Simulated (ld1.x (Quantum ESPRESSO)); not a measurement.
Values are calculated unless marked as measured or tabulated.
**Potentials for Ni compared**

Generated with ld1.x 7.5 (TM, RRKJ, ultrasoft, PAW), atompaw 4.2 or ONCVPSP 4.0.1. The cutoff is in Ry: for ld1.x and atompaw files where the sum of valence levels is converged to 10 mRy in a Bessel basis, for ONCV files where the hardest occupied wave has 1 mHa per electron of residual kinetic energy. The error is the largest all-electron minus pseudo excitation energy over each file’s own four to seven test configurations (ionisations up to +4, promotions, holes and added fractions of an electron), all of which were solved. The labels leave out finer settings (local radius, basis sizes, second energies), which also bear on the numbers. Spin-polarised tests are not counted. The rows are a selection from randomly drawn settings: files with unsolved tests, undetermined cutoffs or missed reference levels are left out.

A true bound ghost makes a file unfit for plane-wave use even where its test errors are small: the radial tests pick states by their node count and pass the ghost by.

```csv
potential,cutoff (Ry),largest error (meV),bound ghosts
"ultrasoft, PBEsol, scalar-relativistic, rc 1.25/1.25/1.65 (spd), local smoothed, core correction no, reference 3s2 3p6 3d8 4s2 4p0",60,-61,none
"TM semilocal, BP86, scalar-relativistic, rc 0.90/0.80/0.95 (spd), local s, core correction yes, reference 3s2 3p6 3d8 4s0 4p0",230,+593,none
"RRKJ, BP86, scalar-relativistic, rc 2.20/3.00/1.70 (spd), local smoothed, core correction yes, reference 3d8 4s1.5 4p0.5",70,-123,s
"TM, PBE, scalar-relativistic, rc 1.75/0.70/1.20 (spd), local p, core correction no, reference 3p6 3d8 4s1.5 4p0",180,+72,s
"TM, Wu–Cohen, scalar-relativistic, rc 1.70/2.65/1.10 (spd), local smoothed, core correction no, reference 3d8 4s2 4p0",180,-294,none
```

Problem. Fill in the row for Ni: TM semilocal, PBE, scalar-relativistic, rc 1.70/2.15/1.50 (spd), local p, core correction no, reference 3d8 4s1.5 4p0.

Solution. cutoff 120 Ry, largest error -485 meV, bound ghosts: none.
